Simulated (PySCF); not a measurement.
PySCF job for C₄H₈OSi, SMILES C[SiH]1CC(=O)C1, PBE/pcSseg-1. Geometry optimised at B3LYP-D3(BJ)/def2-SVP. The structure was generated by enumeration, and PubChem lists no compound with its InChIKey, so it may never have been made.

```python
import numpy as np
from pyscf import gto, scf, dft
from pyscf.prop.nmr import rks as nmr

mol = gto.M(
    atom='''
    C     2.55676734    0.34128938    0.00000000
    Si    0.86482042   -0.46992027   -0.00000000
    C    -0.46707544    0.20582788    1.20222799
    C    -1.42577353    0.16879589    0.00000000
    O    -2.60857456   -0.05489542   -0.00000000
    C    -0.46707544    0.20582788   -1.20222799
    H     2.46232079    1.43868351   -0.00000000
    H     3.13461187    0.04571673   -0.89053946
    H     3.13461187    0.04571672    0.89053945
    H     0.96076943   -1.95570019   -0.00000001
    H    -0.83959566   -0.29704209    2.10459325
    H    -0.21653476    1.25363414    1.44948109
    H    -0.21653477    1.25363414   -1.44948107
    H    -0.83959566   -0.29704208   -2.10459324
    ''',
    basis='pcSseg-1',
    charge=0,
    spin=0,
    max_memory=1600,
    verbose=3,
)
mf = dft.RKS(mol, xc='pbe')
mf.grids.level = 3
mf.conv_tol = 1e-10
mf.max_cycle = 100
mf.kernel()
n = nmr.NMR(mf)
n.verbose = 2
n.max_cycle_cphf = 60
sigma = n.kernel()
print('atom   isotropic/ppm   span/ppm')
for i, s in enumerate(sigma):
    w = np.linalg.eigvalsh((s + s.T) / 2)
    print(f'{mol.atom_symbol(i):2s}{i + 1:3d} {w.mean():14.3f} {w[2] - w[0]:11.3f}')
```

Program output:

```
converged SCF energy = -521.479699097006
atom   isotropic/ppm   span/ppm
C   1        182.056      13.269
Si  2        383.841     158.340
C   3        135.889      86.692
C   4        -18.004     192.272
O   5       -309.803    1062.798
C   6        135.889      86.692
H   7         30.983      10.643
H   8         30.492      10.915
H   9         30.492      10.915
H  10         26.823       8.990
H  11         28.933       9.423
H  12         28.510       5.834
H  13         28.510       5.834
H  14         28.933       9.423
```

Self-consistency was reached.
